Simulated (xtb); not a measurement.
HNaO, charge +1, doublet, geometry from GFN2-xTB (such geometries of metal compounds can be far from the true shape) (a state made from the parent by changing its charge; the spin is typed, not shown lowest); GFN2-xTB run with xtb.

Here is a job for xtb.
```
$ xtb mol.xyz --gfn 2 --chrg 1 --uhf 1 --json

# file mol.xyz
3

Na    -0.00000000    -0.00000000    -0.98015460
O      0.00000000     0.00000000     1.08981044
H      0.00000000     0.00000000     2.06321711
```

The log (banner, timings and long lists left out):

```
   ID    Z sym.   atoms
    1   11 Na     1
    2    8 O      2
    3    1 H      3

           -------------------------------------------------
          |                Calculation Setup                |
           -------------------------------------------------

           -------------------------------------------------
          |                 G F N 2 - x T B                 |
           -------------------------------------------------

          ...................................................
          :                      SETUP                      :
          :.................................................:
          :  # basis functions                   9          :
          :  # atomic orbitals                   9          :
          :  # shells                            5          :
          :  # electrons                         7          :
          :  max. iterations                   250          :
          :  Hamiltonian                  GFN2-xTB          :
          :  restarted?                      false          :
          :  GBSA solvation                  false          :
          :  PC potential                    false          :
          :  electronic temp.          300.0000000     K    :
          :  accuracy                    1.0000000          :
          :  -> integral cutoff          0.2500000E+02      :
          :  -> integral neglect         0.1000000E-07      :
          :  -> SCF convergence          0.1000000E-05 Eh   :
          :  -> wf. convergence          0.1000000E-03 e    :
          :  Broyden damping             0.4000000          :
          :  net charge                          1          :
          :  unpaired electrons                  1          :
          ...................................................

 iter      E             dE          RMSdq      gap      omega  full diag
   1     -4.2789722 -0.427897E+01  0.431E+00    2.07       0.0  T
   2     -4.2868988 -0.792664E-02  0.217E+00    3.88       1.0  T
   3     -4.2875043 -0.605535E-03  0.675E-01    4.82       1.0  T
   4     -4.2875156 -0.112202E-04  0.187E-01    4.91       1.0  T
   5     -4.2875170 -0.145581E-05  0.235E-02    4.84       2.5  T
   6     -4.2875172 -0.149781E-06  0.663E-03    4.84       8.7  T
   7     -4.2875172  0.172851E-08  0.289E-03    4.84      20.0  T
   8     -4.2875172 -0.308260E-08  0.597E-05    4.84     967.6  T
   9     -4.2875172 -0.352607E-12  0.132E-05    4.84    4367.4  T

[...]
         :: total energy              -4.271365377428 Eh    ::
[...]
         4        1.5000           -0.7206445             -19.6097 (HOMO)
         5                         -0.5428544             -14.7718 (LUMO)
         6                         -0.2873029              -7.8179
         7                         -0.2873029              -7.8179
         8                         -0.2538659              -6.9080
         9                          0.0206419               0.5617
      -------------------------------------------------------------
                  HL-Gap            0.1777901 Eh            4.8379 eV
             Fermi-level           -0.6761970 Eh          -18.4003 eV

     #   Z          covCN         q      C6AA      α(0)
     1  11 Na       0.653     0.908   112.445    37.347
     2   8 O        1.456    -0.328    19.682     5.979
     3   1 H        0.804     0.420     0.450     1.053

 Mol. C6AA /au·bohr⁶  :        204.157713
 Mol. C8AA /au·bohr⁸  :      18381.665945
 Mol. α(0) /au        :         44.380032

Wiberg/Mayer (AO) data.
largest (>0.10) Wiberg bond orders for each atom

 ---------------------------------------------------------------------------
     #   Z sym  total        # sym  WBO       # sym  WBO       # sym  WBO
 ---------------------------------------------------------------------------
     1  11 Na   0.172 --     2 O    0.171
     2   8 O    0.994 --     3 H    0.823     1 Na   0.171
     3   1 H    0.824 --     2 O    0.823
 ---------------------------------------------------------------------------

Topologies differ in total number of bonds
Writing topology from bond orders to xtbtopo.mol

molecular dipole:
                 x           y           z       tot (Debye)
 q only:        0.000       0.000      -0.720
   full:        0.000       0.000      -0.741       1.883
molecular quadrupole (traceless):
                xx          xy          yy          xz          yz          zz
 q only:       -4.053       0.000      -4.053       0.000       0.000       8.107
  q+dip:       -4.884       0.000      -4.884       0.000      -0.000       9.768
   full:       -4.738       0.000      -4.738       0.000      -0.000       9.476

           -------------------------------------------------
          | TOTAL ENERGY               -4.271365377428 Eh   |
          | GRADIENT NORM               0.000024746257 Eh/α |
          | HOMO-LUMO GAP               4.837915833594 eV   |
           -------------------------------------------------

normal termination of xtb
```
